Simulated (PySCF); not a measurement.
## Ni(OH)2, triplet: data card

Method: UB3LYP/[Ni def2-TZVP, O def2-TZVP, H def2-TZVP], no relativity, density fitting, PySCF.

The structure is a minimum.

```xyz
5
charge 0 multiplicity 3, angstrom
Ni    0.0000    0.0000    0.0000
O    -0.0016    0.0000    1.7345
O     0.0016    0.0000   -1.7345
H    -0.7356    0.0000    2.3515
H     0.7356    0.0000   -2.3515
```

| Item | Value |
| --- | --- |
| Point group | C2h |
| Bond lengths | Ni–O 1.735 Å (×2), O–H 0.959 Å (×2) |
| Bond angles | H–O–Ni 130.1° (×2), O–Ni–O 180.0° |
| Atomisation energy without zero-point energy | 1612 kJ/mol |
| Spin squared ⟨S²⟩ | 2.007 |
| Lowest empty level (β) | -3.66 eV |
| Dipole moment | 0.00 D |
| Principal quadrupole moments (Buckingham, traceless) about the centre of mass | -9.23, -1.66, 10.89 D Å |
| Rotational symmetry number | 2 |
| Zero-point energy | 65.2 kJ/mol |
| Principal polarisabilities | 19.8, 21.1, 55.9 bohr³ |
| Heat capacity Cp at 298.15 K | 72.4 J/(mol K) |
| Rotational constants | 17.37, 0.1568, 0.1554 cm⁻¹ |
| Entropy at 298.15 K and 1 bar (electronic part: spin only) | 291.6 J/(mol K) |
| Enthalpy at 298.15 K above 0 K | 15.95 kJ/mol |
| Highest occupied level (α) | -7.85 eV |

Harmonic modes (masses in u: Ni 57.935, O 15.995, H 1.008):
| symmetry | ω (cm⁻¹) | IR (km/mol) |
| --- | --- | --- |
| au | 119 | 6.4 |
| bu | 170 | 15.7 |
| au | 350 | 195 |
| ag | 468 | 0.0 |
| bu | 575 | 383 |
| ag | 656 | 0.0 |
| bu | 806 | 120 |
| bu | 3878 | 231 |
| ag | 3881 | 0.0 |

In C2h the vibrations span 2au + 4bu + 3ag. The ag modes carry no infrared intensity, as symmetry demands. With a centre of inversion only u modes can be infrared active and only g modes Raman active.

Charges (e):
```json
{"atom": "Ni1", "Mulliken": "0.69", "Löwdin": "0.36", "polar tensor": "1.06", "spin (Mulliken)": "1.57", "Mayer order to Ni1": "–"}
{"atom": "O2,3", "Mulliken": "-0.66", "Löwdin": "-0.34", "polar tensor": "-0.82", "spin (Mulliken)": "0.22", "Mayer order to Ni1": "1.03"}
{"atom": "H4,5", "Mulliken": "0.32", "Löwdin": "0.16", "polar tensor": "0.30", "spin (Mulliken)": "0.00", "Mayer order to Ni1": "0.01"}
```
Other Mayer orders above 0.3: O–H 0.89 (×2).

Mulliken populations on Ni1: s 6.60, p 12.27, d 8.44, f 0.00.

Other isomers or separated fragments may lie lower. With open d or f shells other occupations or spin states may lie lower.

The final relaxation and frequency run took 67 s on 4 threads of a shared Arm Neoverse V1 host, with 119 basis functions and 13 gradients; the process peaked at 1.5 GiB.
